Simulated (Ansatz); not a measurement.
Z-matrix (Å, degrees):
```
C
O 1 1.414
H 1 1.096 2 110.9
H 1 1.092 2 108.3 3 119.1
H 1 1.095 2 111.4 3 -121.1
Si 2 1.641 1 124.0 3 71.2
N 6 1.723 2 110.0 1 55.5
H 6 1.501 2 111.8 1 -59.9
H 7 1.008 6 120.6 2 63.3
H 7 1.009 6 118.8 2 -153.8
```

The species carries charge 0 and has multiplicity 2.

(1) List the r2SCAN/def2-TZVPP orbital energies in eV (Ansatz). (Best estimate.)

## Answers

(1) Computed: α occupied: -1791.40, -515.60, -385.08, -274.20, -141.70, -96.63, -96.57, -96.54, -26.49, -22.43, -17.70, -13.59, -12.78, -11.62, -11.25, -11.18, -9.42, -7.81, -7.32, -6.96, -4.59. α empty: 0.45, 0.60, 2.04, 2.38, 2.41, 3.01, 3.30, 3.65. β occupied: -1791.31, -515.57, -384.99, -274.18, -141.63, -96.49, -96.47, -96.43, -26.43, -22.25, -17.62, -13.35, -12.71, -11.54, -11.20, -11.09, -9.13, -7.63, -7.01, -6.85. β empty: -2.04, 0.80, 1.07, 2.27, 2.54, 3.01, 3.23, 3.51. ⟨S²⟩ = 0.753.
